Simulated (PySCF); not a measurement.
Vertical excitations of a molecule C₅H₇N from TDA-PBE/def2-SVPD in PySCF, as energy in eV (oscillator strength): 4.08 (0.002), 4.77 (0.000), 5.57 (0.347), 5.86 (0.028), 6.16 (0.002), 6.32 (0.000), 6.53 (0.012), 6.75 (0.044), 6.85 (0.020), 7.00 (0.069). Lowest triplet (TDA): 3.37 eV. The structure is a stationary point at B3LYP-D3(BJ)/def2-SVP. Other conformers were not sampled.

### Question
Identify the compound among the candidates.
(A) CC1=CCN=C1
(B) C#C/C=N/CC
(C) C#C/C(C)=N\C
(D) C#CC1(N)CC1

### Answer
B, C#C/C=N/CC
